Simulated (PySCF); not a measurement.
**Dipole moment and polarisability of [Ti(CH3)4]**

[Ti(CH3)4], C4H12Ti (singlet state).
Structure used (PBE0-D3(BJ)/def2-SVP), in Å, numbered top down from 1:
```
atom  x, y, z in Å
C1    -0.2911   -1.4274   -1.4443
Ti2    0.0083    0.0112   -0.0041
C3    -0.0545    1.8801   -0.8570
C4    -1.4876   -0.1521    1.3978
C5     1.8256   -0.2922    0.9098
H6    -1.1028   -1.1129   -2.1234
H7    -0.5676   -2.3863   -0.9733
H8     0.6330   -1.5688   -2.0323
H9     0.7011    2.5281   -0.3787
H10   -1.0527    2.3294   -0.7139
H11    0.1602    1.8167   -1.9379
H12   -2.4711   -0.1475    0.8962
H13   -1.3738   -1.0963    1.9577
H14   -1.4391    0.6963    2.1026
H15    2.0572   -1.3719    0.9178
H16    2.6266    0.2443    0.3720
H17    1.7857    0.0728    1.9514
```

Level: CAM-B3LYP/def2-SVPD (PySCF), static field, nuclei fixed, core orbitals frozen in the response. The polarisability tensor in these axes (au):

```
x   95.87  0.04  0.20
y    0.04 96.07 -0.12
z    0.20 -0.12 95.74
```

**Question.** Diagonalise the tensor; give its mean and Δα, where Δα² is half the sum of the squared differences of the eigenvalues.

**Answer.** Principal values 95.57, 96.00 and 96.12 au; mean 95.89 au = 14.21 Å³ = 15.81 × 10⁻⁴⁰ C²·m²/J; Δα = 0.50 au (1 % of the mean).

**Question.** What is the dipole moment?

**Answer.** 0.03 D at this geometry.

**Question.** Find the Langevin capture rate constant for O2+ (31.990 u) meeting this molecule (108.042 u), k = 2.342 × 10⁻⁹ cm³/s × √(α in Å³ / reduced mass in u).

**Answer.** The reduced mass is 24.68 u, so k = 1.78 × 10⁻⁹ cm³/s.

**Question.** What are the principal values of the traceless quadrupole moment, Θ = ½Σq(3rr − r²1), about the centre of nuclear charge?

**Answer.** -0.11, -0.02, 0.13 D·Å. The electronic extent ⟨r²⟩ about the same centre is 771 bohr², a root-mean-square distance of 1.93 Å for the 58 electrons.

**Question.** Form Σ f/ω² (atomic units) for the 10 lowest TDDFT singlets, given as eV and f, and set it beside the mean polarisability, which is this sum over all singlets: 3.83, 0.0000; 3.84, 0.0000; 3.84, 0.0000; 4.10, 0.0000; 4.11, 0.0000; 4.12, 0.0000; 4.91, 0.0000; 4.91, 0.0000; 5.14, 0.0001; 5.15, 0.0001.

**Answer.** They add up to 0.01 au, 0.0 % of the 95.89 au. Terms in order: 0.00, 0.00, 0.00, 0.00, 0.00, 0.00, 0.00, 0.00, 0.00, 0.00 au. Higher excitations give the rest. The strengths listed sum to 0.000.

**Question.** What molar refraction does this α imply?

**Answer.** Lorentz–Lorenz: R = (4π/3)N_A α = 2.5225 cm³/(mol·Å³) × 14.21 Å³ = 35.8 cm³/mol, in the limit of long wavelengths.

Geometry: PBE0-D3(BJ)/def2-SVP; no solvent, vibrations or thermal averaging.

The run behind these numbers computed excited states and ΔSCF ions as well. On one thread of an Arm Neoverse V1, shared host, this took 4.3 min of wall time and 0.99 GiB of memory at its peak.
